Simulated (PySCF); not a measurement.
Harmonic spectrum computed at PBE0 in the def2-SVP basis family (core potentials from Rb on, PySCF, no spin–orbit coupling):

```json
{"ω (cm⁻¹)": "81", "IR (km/mol)": "1.4"}
{"ω (cm⁻¹)": "90", "IR (km/mol)": "5.8"}
{"ω (cm⁻¹)": "94", "IR (km/mol)": "8.0"}
{"ω (cm⁻¹)": "245", "IR (km/mol)": "13.0"}
{"ω (cm⁻¹)": "271", "IR (km/mol)": "50.5"}
{"ω (cm⁻¹)": "489", "IR (km/mol)": "33.9"}
```

Which molecule gave it? In each, all ligands are bound to the one heavy central atom.
A. HfSBr₂ (singlet)
B. SnSBr₂ (singlet)
C. WSBr₂ (triplet)
D. ZrSBr₂ (singlet)
E. GeSBr₂ (singlet)

B. It has C2v symmetry with Sn–Br 2.473 Å (×2), Sn–S 2.212 Å.
